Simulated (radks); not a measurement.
Values are calculated unless marked as measured or tabulated.
Q: Neutral lithium, [He] 2s1. Level of theory: non-relativistic Kohn-Sham, r2SCAN, spin-polarised, spherical densities, point nucleus; meta-GGA in the generalised Kohn-Sham scheme (a radial shooting solver on a logarithmic mesh with Libxc functionals). Every spin shell is full or empty, so the densities are truly spherical. Functionals are evaluated on that one density, not self-consistently. Rank these exchange functionals by their error against the exact value of the orbitals, and give that value: LDA, B88, PBE, RPBE, PW91, WC, EV93, Tao-Mo, TASK, MVS.

A: Exact: -1.77731 hartree. From best to worst, with 100 (|E| - |E exact|)/|E exact| (equal figures are ties): MVS +0.12, B88 -0.21, RPBE +0.50, Tao-Mo +0.57, TASK -0.67, PW91 -0.88, PBE -1.21, WC -3.28, EV93 +4.77, LDA -13.58.
